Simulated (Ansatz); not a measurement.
# A geometry optimisation of B2Cl2GeH4 with B3LYP-D3(BJ)/def2-SVP

The starting geometry of this gas-phase singlet was optimised with GFN2-xTB.

| atom | x (Å) | y (Å) | z (Å) |
| --- | --- | --- | --- |
| B | -1.0407 | 2.0082 | -2.3203 |
| B | 0.4975 | 1.4818 | -1.9117 |
| Cl | -0.3644 | 1.0307 | 1.3944 |
| Cl | 1.6109 | 2.6439 | -0.8836 |
| Ge | -0.4835 | 2.7699 | 0.1021 |
| H | -1.7933 | 1.1892 | -2.6922 |
| H | 0.7238 | 1.7097 | -3.0727 |
| H | -1.3255 | 3.1140 | -2.6162 |
| H | 0.7385 | 0.3771 | -1.5783 |

Problem. Predict what becomes of its bonds when it is optimised with B3LYP-D3(BJ)/def2-SVP.

Solution. A new bond forms, giving a structure with Cl4 bridging Ge5 and B2, H7 bridging B1 and B2, given below by its coordinates. Distances that change by over a tenth: B2–H7 (1.20 → 1.33 Å), Cl4–Ge5 (2.32 → 2.64 Å). Contacts that close: B1–H7 (1.94 → 1.35 Å).

The energy falls by 0.80 eV over 11 steps:

| step | E − E(last) (eV) |
| --- | --- |
| 1 | 0.803 |
| 2 | 0.400 |
| 3 | 0.161 |
| 4 | 0.103 |
| 5 | 0.027 |
| 7 | 0.001 |
| 8 | 0.000 |
| 9 | 0.000 |
| 10 | 0.000 |
| 11 | 0.000 |

Final geometry (Å):

```xyz
9

B    -0.9055    2.0319   -2.3159
B     0.5700    1.4778   -1.7050
Cl   -0.4669    0.9465    1.2714
Cl    1.7811    2.7197   -1.0503
Ge   -0.6760    2.7089   -0.0764
H    -1.7121    1.1753   -2.5689
H     0.2440    1.7536   -2.9669
H    -1.1358    3.1785   -2.6184
H     0.8645    0.3323   -1.5482
```

Frequencies at the end are all real (lowest 84 cm⁻¹). Run with Ansatz 0.2.0, 37 s on 2 threads of Intel(R) Xeon(R) Platinum 8488C (Sapphire Rapids) (shared host).
